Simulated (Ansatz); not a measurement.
Consider the formal exchange of groups at a B–N bond: `OBN([SiH3])[SiH3]` + `O[CH2][GeH3]` → `O[BH][GeH2][CH2]O` + `[SiH3]N[SiH3]`.

Calculated with Ansatz (gas phase, PBE0-D4/def2-TZVP geometries, no zero-point term in ΔE). CBS: MP2 limit from def2 TZ/QZ plus the TZ coupled-cluster correction, frozen cores. This one scheme is used for every species. Functionals use def2-TZVPP. B3LYP here is the variant with VWN-RPA as its local correlation; programs differ in this. For Ge outer-core shells are correlated without core-valence functions, which leaves a few kJ/mol of doubt a bond. Scalar relativity is left out up to krypton. Each species was taken in one conformer, which may not be the lowest.

CCSD(T)/CBS gives +30.1 kcal/mol.

Q: Another level gave +29.0 kcal/mol. Which?
A. HF/def2-TZVPP
B. ωB97M-V/def2-TZVPP
C. PBE/def2-TZVPP
D. B3LYP/def2-TZVPP

A: D. B3LYP 29.0, ωB97M-V 31.2, HF/def2-TZVPP 32.5, PBE 27.3 kcal/mol.

Largest T1 diagnostic among the species: 0.013.

The D4 term adds +1.4 kcal/mol with B3LYP and +0.7 kcal/mol with PBE0; it sums over pairs of atoms, weighted by their polarisabilities, and B3LYP, whose exchange is more repulsive, gets the larger term. From PBE to PBE0 (25 % exact exchange), in def2-TZVPP and without D4, ΔE moves by +1.6 kcal/mol. In def2-TZVPP, CCSD(T) changes the Hartree–Fock value by −1.8 kcal/mol (the triples alone add −0.0 kcal/mol) and MP2 by −0.8 kcal/mol.
